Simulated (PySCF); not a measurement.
C2H9NOSi, SMILES CC[Si@@H](N)O.

The structure is a stationary point at PBE0-D3(BJ)/def2-SVP. The structure was generated by enumeration; whether it is a known compound was not checked. One conformer was computed; it need not be the lowest.

Computed with TDA-M06-2X/def2-SVPD in PySCF.

Vertical excitations. Gas-phase values at a fixed geometry.

Computed excitation energies, oscillator strengths and character:
```json
[
 {"state": "S1", "energy (eV)": "7.05", "λ (nm)": "176", "f": "0.049", "main pairs": "HOMO→LUMO 38 %, HOMO→LUMO+1 27 %, HOMO→LUMO+2 17 %"},
 {"state": "S2", "energy (eV)": "7.32", "λ (nm)": "169", "f": "0.017", "main pairs": "HOMO−1→LUMO 68 %, HOMO→LUMO 13 %"},
 {"state": "S3", "energy (eV)": "7.89", "λ (nm)": "157", "f": "0.000", "main pairs": "HOMO−1→LUMO+1 58 %"},
 {"state": "S4", "energy (eV)": "8.03", "λ (nm)": "154", "f": "0.019", "main pairs": "HOMO→LUMO+1 27 %, HOMO→LUMO 26 %, HOMO→LUMO+2 16 %, HOMO−1→LUMO 14 %"},
 {"state": "S5", "energy (eV)": "8.12", "λ (nm)": "153", "f": "0.043", "main pairs": "HOMO−1→LUMO+2 59 %, HOMO→LUMO 12 %"},
 {"state": "S6", "energy (eV)": "8.26", "λ (nm)": "150", "f": "0.002", "main pairs": "HOMO→LUMO+3 26 %, HOMO→LUMO+2 24 %, HOMO→LUMO+5 13 %, HOMO−1→LUMO+2 8 %"},
 {"state": "S7", "energy (eV)": "8.55", "λ (nm)": "145", "f": "0.009", "main pairs": "HOMO−2→LUMO 36 %, HOMO→LUMO+3 14 %, HOMO→LUMO+2 12 %, HOMO→LUMO+1 6 %"},
 {"state": "S8", "energy (eV)": "8.61", "λ (nm)": "144", "f": "0.036", "main pairs": "HOMO−2→LUMO 25 %, HOMO→LUMO+1 12 %, HOMO→LUMO+3 9 %, HOMO−1→LUMO+1 9 %"},
 {"state": "S9", "energy (eV)": "8.83", "λ (nm)": "140", "f": "0.146", "main pairs": "HOMO−1→LUMO+3 70 %, HOMO→LUMO+3 11 %"},
 {"state": "S10", "energy (eV)": "8.97", "λ (nm)": "138", "f": "0.015", "main pairs": "HOMO−4→LUMO 29 %, HOMO−1→LUMO+5 11 %, HOMO−1→LUMO+4 10 %, HOMO−4→LUMO+1 8 %"},
 {"state": "T1", "energy (eV)": "6.77", "λ (nm)": "183", "f": "0", "main pairs": "HOMO→LUMO 31 %, HOMO→LUMO+1 27 %, HOMO→LUMO+2 18 %, HOMO−1→LUMO+1 5 %"},
 {"state": "T2", "energy (eV)": "7.15", "λ (nm)": "173", "f": "0", "main pairs": "HOMO−1→LUMO 59 %, HOMO→LUMO 12 %"},
 {"state": "T3", "energy (eV)": "7.69", "λ (nm)": "161", "f": "0", "main pairs": "HOMO→LUMO 33 %, HOMO→LUMO+1 24 %, HOMO−1→LUMO+1 15 %"},
 {"state": "T4", "energy (eV)": "7.77", "λ (nm)": "160", "f": "0", "main pairs": "HOMO−1→LUMO+1 30 %, HOMO→LUMO+1 20 %, HOMO−1→LUMO+2 14 %, HOMO−1→LUMO 10 %"}
]
```
Triplets are in the Tamm–Dancoff approximation.
